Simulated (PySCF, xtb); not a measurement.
C2H6OSi2, SMILES O[Si@@H]1C=C[SiH2]1.

GFN2-xTB (xtb 6.7.1) at its own geometry gives an orbital gap of 3.25 eV and a dipole moment of 1.04 D.

Coordinates come from a B3LYP-D3(BJ)/def2-SVP optimisation. The structure was generated by enumeration; whether it is a known compound was not checked. The values are those of a single conformer.

Problem. What does PBE/def2-TZVP run with PySCF give? (Estimate from the structure and the level; the computed values follow.)

Solution. gap 4.33 eV (levels -6.25 and -1.92 eV), dipole 1.47 D.
